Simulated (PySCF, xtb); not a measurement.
SbClBr2, SMILES [Cl][Sb]([Br])[Br].

Harmonic wavenumbers (cm⁻¹) from GFN2-xTB (xtb 6.7.1) at its own minimum, in rising order: 71, 87, 106, 219, 228, 313.

### Question
What does r2SCAN-D4/def2-SVP run with PySCF 2.14.0 give at its own minimum? (An estimate is asked for; the answer gives what the named calculation found.)

### Answer
77, 96, 116, 249, 253, 363. Paired by order, the mean absolute difference is 22 cm⁻¹ and the zero-point energies are 1.5 and 1.7 kcal/mol.
